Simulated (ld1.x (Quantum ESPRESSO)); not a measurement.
boron (B): excitation energies, all-electron against TM

- Element: B (Z = 5)
- Generator: ld1.x (Quantum ESPRESSO) 7.5
- Type: norm-conserving Troullier–Martins (Kleinman–Bylander form)
- Functional: BLYP
- Relativity: scalar-relativistic
- Frozen core: [He]
- Valence charge: 3
- Reference configuration: 2s2 2p0.75 (charge +0.25)
- Partial waves: 2s (bound): rc 1.70 bohr; 2p (bound): rc 3.50 bohr; 3d channel at -0.1 Ry: rc 2.85 bohr
- Local potential: the d channel
- Core correction: none

Energies are relative to the spin-unpolarised reference configuration 2s2 2p0.75; without spin polarisation the order of configurations can differ from experiment.

```json
{"valence configuration": "2s2 2p1", "charge": "0", "ΔE all-electron (eV)": "-1.147", "error AE − PS (meV)": "+4.6"}
{"valence configuration": "2s1 2p0", "charge": "+2", "ΔE all-electron (eV)": "32.376", "error AE − PS (meV)": "+392"}
{"valence configuration": "2s1 2p1", "charge": "+1", "ΔE all-electron (eV)": "13.078", "error AE − PS (meV)": "-77"}
{"valence configuration": "2s2 2p0.5", "charge": "+0.5", "ΔE all-electron (eV)": "1.710", "error AE − PS (meV)": "+8.0"}
{"valence configuration": "2s1 2p2", "charge": "0", "ΔE all-electron (eV)": "4.636", "error AE − PS (meV)": "+13"}
{"valence configuration": "2s2 2p1.3", "charge": "-0.3", "ΔE all-electron (eV)": "-1.864", "error AE − PS (meV)": "+14"}
```

Question: What are ΔE and the potential's error for 2s2 2p0?

Answer: ΔE = 7.026 eV all-electron; the error (AE − PS) is +113 meV.

Levels in the configuration 2s2 2p0.5:

```csv
level,all-electron (eV),pseudo (eV)
2s,-13.999,-13.967
2p,-8.039,-7.966
```

ld1.x printed “convergence not achieved” for 7 of the counted tests; their residual had stalled under 1e-8, short of the target of 1e-14.
